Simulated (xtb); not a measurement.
C₃H₆BNO, SMILES CB(C)OC#N. All values are semi-empirical tight-binding results from xtb (GFN2-xTB unless named), good for trends rather than for accurate numbers. Geometry optimised at GFN2-xTB. The structure was generated by enumeration, and PubChem lists no compound with its InChIKey, so it may never have been made. Other conformers were not sampled.

Question: Estimate the properties. (The exact figures need the calculation; the answer reports its results.)

Answer: 
| Property | Value |
|---|---|
| orbital gap | 4.80 eV |
| dipole moment | 4.15 D |
| zero-point energy | 56.3 kcal/mol |
| G − E(el) at 298.15 K (modified RRHO) | 36.1 kcal/mol |
| static polarisability (D4 model) | 56.8 bohr³ |
| solvation energy, GFN2-xTB/ALPB(water) | -6.1 kcal/mol |
| solvation energy, GFN2-xTB/ALPB(acetone) | -7.9 kcal/mol |

Question: Give the IR lines (harmonic; lines under 4 % of the strongest left out, lines within 3 cm⁻¹ merged). (The exact figures need the calculation; the answer reports its results.)

Answer: ν (cm⁻¹): 523 (w), 904 (m), 1102 (m), 1162 (m), 1294 (vs), 1387 (w), 2446 (vs), 3046 (w) (against the strongest line: vs over 80 %, s over 45 %, m over 15 %, w over 4 %, vw less)
